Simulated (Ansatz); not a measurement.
System: CH₃AlCl, charge 0, doublet. CH3AlCl (SMILES [CH3][Al][Cl], doublet).
B3LYP-D3(BJ)/def2-TZVP minimum from Ansatz (an electronic-structure program):
```
C
H 1 1.0896
H 1 1.0937 2 109.11
H 1 1.0937 2 109.11 3 -117.80
Al 1 1.9732 2 113.09 4 -121.10
Cl 5 2.1350 1 115.67 2 180.00
```
Charge 0, spin multiplicity 2.

Quantity: atomisation energy (electronic, to ground-state atoms), in kcal/mol. Radicals and triplets start from unrestricted determinants; spin-orbit coupling is neglected. CBS(X,Y): correlation extrapolated as X^-3, Hartree-Fock from the larger set. A bracket is a step between two methods taken in the basis named. Functionals run without relativity, which enters their misses. '+ core + X2C': CCSD(T) terms for core correlation (cc-pwCVTZ, 1s frozen past Ne) and scalar relativity (cc-pVTZ-DK). For partners of very few electrons the exact lower level stands in for a higher one. The spin of CH3AlCl ([CH3][Al][Cl], doublet) was assumed, and the state is the lowest solution found for it.

CCSD(T)/CBS(cc-pV(T+d)Z,cc-pV(Q+d)Z) + [CCSDT(Q) - CCSD(T)]/cc-pV(D+d)Z + core + X2C (Ansatz) gives 467.4 kcal/mol.

### Question
How far off this value is PBE/def2-TZVPD (Ansatz), in which direction, and how far these levels: r2SCAN/def2-TZVPD, PBE0/def2-TZVPD, CCSD(T)/CBS(cc-pV(T+d)Z,cc-pV(Q+d)Z) + core + X2C?

### Answer
PBE gives 469.8 kcal/mol, 2.4 kcal/mol above it. Differences of the others: r2SCAN/def2-TZVPD (Ansatz) 4.4; PBE0/def2-TZVPD (Ansatz) -1.4; CCSD(T)/CBS(cc-pV(T+d)Z,cc-pV(Q+d)Z) + core + X2C (Ansatz) -0.4 kcal/mol.
